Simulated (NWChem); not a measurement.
System meant: BeCl₂; SMILES [Cl][Be][Cl]

Input file for NWChem:

```
start job
memory heap 200 mb stack 900 mb global 1100 mb
geometry units angstroms noautosym nocenter noautoz
  Be     0.000000     0.000000     0.000000
  Cl     0.000000     0.000000     1.813735
  Cl     0.000000     0.000000    -1.813735
end
basis spherical
  * library def2-svp
end
dft
  xc xtpss03 ctpss03
  iterations 150
end
property
  shielding 2 1 2
end
task dft property
```

End of the output:

```
 Vector   22  Occ=0.000000D+00  E=-2.881037D-02
              MO Center= -1.5D-07, -3.3D-08, -1.9D-08, r^2= 3.2D+00
   Bfn.  Coefficient  Atom+Function         Bfn.  Coefficient  Atom+Function
  ----- ------------  ---------------      ----- ------------  ---------------
     4      0.669430  1 Be px                 7     -0.470451  1 Be px
    20      0.324394  2 Cl px                38      0.324394  3 Cl px
    17      0.173209  2 Cl px                35      0.173209  3 Cl px
     5      0.147668  1 Be py                 8     -0.103776  1 Be py
    14      0.097303  2 Cl px                32      0.097303  3 Cl px

 center of mass
 --------------
 x =   0.00000000 y =   0.00000000 z =   0.00000000

 moments of inertia (a.u.)
 ------------------
         821.592913849160           0.000000000000           0.000000000000
           0.000000000000         821.592913849160           0.000000000000
           0.000000000000           0.000000000000           0.000000000000

     Multipole analysis of the density
     ---------------------------------

     L   x y z        total         alpha         beta         nuclear
     -   - - -        -----         -----         ----         -------
     0   0 0 0     -0.000000    -19.000000    -19.000000     38.000000

     1   1 0 0      0.000000      0.000000      0.000000      0.000000
     1   0 1 0     -0.000000     -0.000000     -0.000000      0.000000
     1   0 0 1     -0.000000     -0.000000     -0.000000      0.000000

     2   2 0 0    -21.981040    -10.990520    -10.990520      0.000000
     2   1 1 0     -0.000000     -0.000000     -0.000000      0.000000
     2   1 0 1      0.000000      0.000000      0.000000      0.000000
     2   0 2 0    -21.981040    -10.990520    -10.990520      0.000000
     2   0 1 1     -0.000000     -0.000000     -0.000000      0.000000
     2   0 0 2    -25.719316   -212.567105   -212.567105    399.414895

          -----------------------------------------
          Chemical Shielding Tensors (GIAO, in ppm)
          -----------------------------------------

 ------------------------------------------------------------------------
  xtpss03: d2 not coded                    0
 ------------------------------------------------------------------------
 ------------------------------------------------------------------------
  current input line :
    18: task dft property
 ------------------------------------------------------------------------
 ------------------------------------------------------------------------
 This error has not yet been assigned to a category
 ------------------------------------------------------------------------
 For more information see the NWChem manual at https://nwchemgit.github.io

0: xtpss03: d2 not coded:Received an Error in Communication
```

Can this run be used? If not, why, and what is the fix?

The run crashed. Cause: this functional's second derivatives, which shieldings need, aren't coded here; the fix takes a hybrid GGA instead. This input runs:
```
start job
memory heap 200 mb stack 900 mb global 1100 mb
geometry units angstroms noautosym nocenter noautoz
  Be     0.000000     0.000000     0.000000
  Cl     0.000000     0.000000     1.813735
  Cl     0.000000     0.000000    -1.813735
end
basis spherical
  * library def2-svp
end
dft
  xc pbe0
  iterations 150
end
property
  shielding 2 1 2
end
task dft property
```
It converges to -934.65126 Ha (PBE0/def2-SVP, GIAO).
